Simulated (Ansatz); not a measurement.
`N[Si]1(I)CO1`, charge 0, multiplicity 1.

Task: Give a relaxed structure at PBE0-D4/def2-TZVP (Ansatz 0.2.0). (Estimate.)

Result: Ansatz gave: 
Z-matrix (Å, degrees):
```
Si
I 1 2.419
C 1 1.795 2 120.3
N 1 1.681 2 107.7 3 160.1
O 1 1.637 2 119.4 3 -60.7
H 3 1.088 1 122.8 2 157.8
H 3 1.088 1 122.6 2 -7.6
H 4 1.006 1 122.7 2 169.0
H 4 1.004 1 122.9 2 -8.0
```
This is one stationary point; other conformers may exist.
